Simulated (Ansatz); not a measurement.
`CC(C)[O][GaH][F]`, charge 0, multiplicity 1.

Question: Give a relaxed structure at PBE0-D4/def2-TZVP (the Gaussian-basis code of Ansatz). (Estimate.)

Answer: Computed: 
Cartesian coordinates in Å:
```
C 1.4754 0.3386 -0.0760
C 0.3678 -0.6662 -0.3270
C -0.2815 -1.1361 0.9603
O -0.5987 -0.1469 -1.2276
Ga -1.6235 1.2633 -0.9488
F -1.4122 2.0867 0.5934
H 1.9121 0.6680 -1.0212
H 1.0860 1.2107 0.4584
H 2.2697 -0.1018 0.5318
H 0.7950 -1.5366 -0.8413
H -1.0834 -1.8456 0.7454
H -0.6971 -0.2864 1.5108
H 0.4482 -1.6313 1.6057
H -2.6577 1.7837 -1.9637
```
Point group Cs.
This is one stationary point; other conformers may exist.
